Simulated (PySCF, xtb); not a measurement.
C3H3N2, SMILES C1=C[N]N=C1 (connectivity only; charge and spin as stated), charge -1, multiplicity 1.

Harmonic wavenumbers (cm⁻¹) from GFN2-xTB in xtb 6.7.1 at its own minimum, in rising order: 599, 665, 756, 798, 813, 895, 901, 1062, 1062, 1141, 1199, 1285, 1386, 1404, 1488, 2970, 2975, 3011.

Question: What does PySCF 2.14.0 with r2SCAN-D4/def2-SVPD give at its own minimum? (Estimate from the structure and the level; the computed values follow.)

Answer: 644, 680, 709, 767, 797, 899, 926, 1020, 1035, 1148, 1163, 1237, 1373, 1420, 1482, 3138, 3142, 3185. Paired by order, the mean absolute difference is 49 cm⁻¹ and the zero-point energies are 34.9 and 35.4 kcal/mol.
